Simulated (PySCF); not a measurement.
## Correlation energy of Os⁺ (osmium, charge +1)

[Xe] 4f14 5d5 6s1 6p1, high-spin 8P determinant (an excited configuration). All numbers are calculated (PySCF 2.14, scalar relativity through the core potential, in aug-cc-pVDZ-PP with ECP60MDF (5s5p4d2f, 54 functions)). Frozen: 5s2 5p6; 7 electrons correlated.

```tsv
level	correlation energy (mhartree)
CCSD	-74.67
(T)	-0.63
CCSD(T)	-75.30
```

Diagnostics: T1 = 0.0050, D1 = 0.0158, largest double amplitude 0.021.

Spin-orbit coupling, absent here, splits the open shell strongly.

Cost of the coupled-cluster step: roughly 1.2 core-seconds, for 7 correlated electrons.

Iterations:

```
CC2 = 0
CCSD nocc = (np.int64(7), np.int64(0)), nmo = (50, 50)
frozen orbitals [[0, 1, 2, 3], [0, 1, 2, 3]]
max_cycle = 100
direct = 0
conv_tol = 1e-08
conv_tol_normt = 1e-06
diis_space = 8
diis_start_cycle = 0
Init t2, MP2 energy = -0.0667665066861664
Init E_corr(UCCSD) = -0.0667665066898389
cycle = 1  E_corr(UCCSD) = -0.0734641196676246  dE = -0.00669761298  norm(t1,t2) = 0.0226479
cycle = 2  E_corr(UCCSD) = -0.0743782225478937  dE = -0.00091410288  norm(t1,t2) = 0.00687561
cycle = 3  E_corr(UCCSD) = -0.0746855991452563  dE = -0.000307376597  norm(t1,t2) = 0.00255096
cycle = 4  E_corr(UCCSD) = -0.0746659684814941  dE = 1.96306638e-05  norm(t1,t2) = 0.00025098
cycle = 5  E_corr(UCCSD) = -0.0746679085007873  dE = -1.94001929e-06  norm(t1,t2) = 4.50594e-05
cycle = 6  E_corr(UCCSD) = -0.0746677233753104  dE = 1.85125477e-07  norm(t1,t2) = 6.71102e-06
cycle = 7  E_corr(UCCSD) = -0.0746677472451129  dE = -2.38698025e-08  norm(t1,t2) = 9.37325e-07
cycle = 8  E_corr(UCCSD) = -0.0746677403327315  dE = 6.91238139e-09  norm(t1,t2) = 1.70657e-07
UCCSD converged
E(UCCSD) = -89.77819161918629  E_corr = -0.07466774033273153
UCCSD(T) correction = -0.000631300209990115
```
